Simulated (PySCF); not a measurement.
Compound: BGe₂H₈N.
Numbering: `[BH2:1][N:2]([GeH3:3])[GeH3:4]` (hydrogens: H5, H6 on B1; H7, H8, H9 on Ge3; H10, H11, H12 on Ge4)

Computed by this run: PBE0-D3(BJ)/def2-SVP geometry optimisation, gas phase in PySCF 2.14.0; density fitting, grid level 1; the optimiser is geomeTRIC in internal coordinates, started from a GFN2-xTB structure with every atom displaced at random (about 0.01 Å).

Step 0: E = -115300.7894 eV
```
atom  x, y, z in Å  |  force x, y, z in eV/Å
B1     -0.3278    1.6122   -0.4847   -1.082   0.421  -0.184
N2     -0.0981    0.3155   -0.0972    0.767  -1.056   0.315
Ge3    -1.4239   -0.9438    0.1891    0.691   0.039   0.291
Ge4     1.6781   -0.2580    0.1525   -1.179   0.021   0.319
H5      0.5529    2.3646   -0.6667    0.899   0.647  -0.137
H6     -1.4622    1.9924   -0.6483   -0.201   0.099  -0.037
H7     -1.2633   -1.4474    1.6093   -0.010  -0.164   0.464
H8     -1.1573   -2.0916   -0.7426    0.024  -0.543  -0.486
H9     -2.7380   -0.3027   -0.0154   -1.000   0.473  -0.211
H10     2.4049   -0.1362   -1.1186    0.670   0.114  -1.152
H11     2.2944    0.5663    1.2266    0.411   0.522   0.661
H12     1.5800   -1.6995    0.5870    0.011  -0.574   0.157
```

Question: Estimate the geometry and energy of step 1. (The exact step hangs on the optimiser's Hessian estimate; all steps are aligned on step 0, rigid shifts and turns removed.)

Answer: E = -115300.9565 eV, largest force 0.456 eV/Å
```
atom  x, y, z in Å  |  force x, y, z in eV/Å
B1     -0.3417    1.6087   -0.4874    0.112  -0.006   0.005
N2     -0.0773    0.2879   -0.0891   -0.153   0.018   0.000
Ge3    -1.4392   -0.9592    0.2029   -0.174  -0.052  -0.039
Ge4     1.6939   -0.2413    0.1590    0.360  -0.013  -0.100
H5      0.5871    2.3781   -0.6690   -0.041  -0.059   0.020
H6     -1.4782    1.9936   -0.6533   -0.054  -0.012  -0.002
H7     -1.3237   -1.4860    1.6575   -0.014   0.068  -0.166
H8     -1.2336   -2.1479   -0.7786   -0.046   0.186   0.147
H9     -2.8057   -0.2581   -0.0315    0.315  -0.128   0.033
H10     2.4735   -0.1026   -1.1902   -0.218  -0.027   0.399
H11     2.3444    0.6292    1.2721   -0.126  -0.174  -0.241
H12     1.6402   -1.7306    0.5986    0.039   0.198  -0.056
```

The energy changes by -0.1670 eV. The first-order estimate −F·Δx gives -0.4853 eV and the mean of the old and new forces, exact on a quadratic surface, -0.1799 eV. The step makes an angle of 52° with the force vector and moves no atom by more than 0.105 Å.

What follows is the cost of the whole optimisation. Time: 51 s of wall time; peak memory 0.52 GiB. Hardware: one thread, Arm Neoverse N1 (aarch64) (shared host).
